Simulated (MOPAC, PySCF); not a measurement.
[Hf(H)4], neutral singlet in the gas phase. 

Cartesian coordinates (Å):
```xyz
5

Hf    -0.0001     0.0000     0.0000
H     -0.4921    -0.3874    -1.7446
H      1.1699    -1.2996     0.6151
H     -1.5097     0.0313     1.0754
H      0.8316     1.6558     0.0542
```
Charge 0, multiplicity 1.

All levels are single points at this geometry (BP86-D3(BJ)/def2-SVP); Pople sets use spherical d functions. Orbital energies aren't observables, and empty levels follow the basis.

PM6 in MOPAC gives HOMO (eV) = -12.26.

Q: Estimate the HOMO (eV) from each of these levels: B3LYP-D3(BJ)/def2-TZVP in PySCF; PBE-D3(BJ)/def2-TZVP in PySCF; TPSSh-D3(BJ)/def2-TZVP in PySCF; B3LYP/6-311+G** (LANL2DZ on Hf) in PySCF; B3LYP/6-31G* (LANL2DZ on Hf) in PySCF; B3LYP/LANL2DZ in PySCF; BP86/6-31G* (LANL2DZ on Hf) in PySCF; M06-2X/6-31G* (LANL2DZ on Hf) in PySCF; PBE/6-31G* (LANL2DZ on Hf) in PySCF; SVWN5/6-31G* (LANL2DZ on Hf) in PySCF; HF/6-31G* (LANL2DZ on Hf) in PySCF; PM7 in MOPAC.

A: 
| level | HOMO (eV) |
|---|---|
| B3LYP-D3(BJ)/def2-TZVP in PySCF | -8.27 |
| PBE-D3(BJ)/def2-TZVP in PySCF | -7.12 |
| TPSSh-D3(BJ)/def2-TZVP in PySCF | -7.89 |
| B3LYP/6-311+G** (LANL2DZ on Hf) in PySCF | -8.50 |
| B3LYP/6-31G* (LANL2DZ on Hf) in PySCF | -8.59 |
| B3LYP/LANL2DZ in PySCF | -8.55 |
| BP86/6-31G* (LANL2DZ on Hf) in PySCF | -7.60 |
| M06-2X/6-31G* (LANL2DZ on Hf) in PySCF | -9.95 |
| PBE/6-31G* (LANL2DZ on Hf) in PySCF | -7.46 |
| SVWN5/6-31G* (LANL2DZ on Hf) in PySCF | -7.47 |
| HF/6-31G* (LANL2DZ on Hf) in PySCF | -12.03 |
| PM7 in MOPAC | -13.02 |
